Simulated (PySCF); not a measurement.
Labels have come off several samples. The candidates:

A. SMILES C#Cc1nn(C=C)nc1C
B. `[C@@H]1(C)[C@H](C#C)C1`
C. SMILES C1C[C@H]2C[C@@H]1C2

Spectrum 1. $^{13}$C{$^{1}$H} NMR (computed): δ 156.0 (C), 138.6 (CH), 135.8 (C), 109.8 (CH2), 95.0 (CH), 78.8 (C), 13.1 (CH3).

Spectrum 2. $^{13}$C{$^{1}$H} NMR (computed): δ 40.8 (CH), 40.0 (CH2), 29.5 (CH2).

Spectrum 3. $^{13}$C{$^{1}$H} NMR (computed): δ 90.1 (C), 72.0 (CH), 17.6 (CH2), 17.5 (CH3), 16.2 (CH), 8.2 (CH).

PySCF 2.14 calculation with coordinates at the GFN2-xTB level, spin–spin couplings from B3LYP/pcJ-1 (spin–dipole term left out of most H,H and C,H couplings) and GIAO PBE0/pcSseg-1 shieldings; rapidly exchanging positions averaged, single conformer, non-relativistic Hamiltonian, gas phase.

References, each an isolated molecule treated in the same way: TMS for $^{13}$C (186.93 ppm). Shifts are as computed. Against solution values, carbons near 30 ppm lie about +3 ppm off and those near 130 ppm about +5 ppm. Of 1211 compounds with measured shifts, 218 miss one by over three times the rms of a fit or turn the order of signals round; such compounds aren't used in these exercises.

**Question.** Match each spectrum to its structure.

**Answer.** 1–A, 2–C, 3–B.

- Spectrum 1 (A): 7 $^{13}$C signals; δC 138.6 is an alkene CH; δC 109.8 is a terminal =CH2 carbon.
- Spectrum 2 (C): 3 $^{13}$C signals; δC 40.8 is an sp3 CH in a ring; δC 40.0 is an sp3 CH2 in a ring.
- Spectrum 3 (B): 6 $^{13}$C signals; δC 90.1 is an alkyne carbon; δC 72.0 is a terminal alkyne carbon.
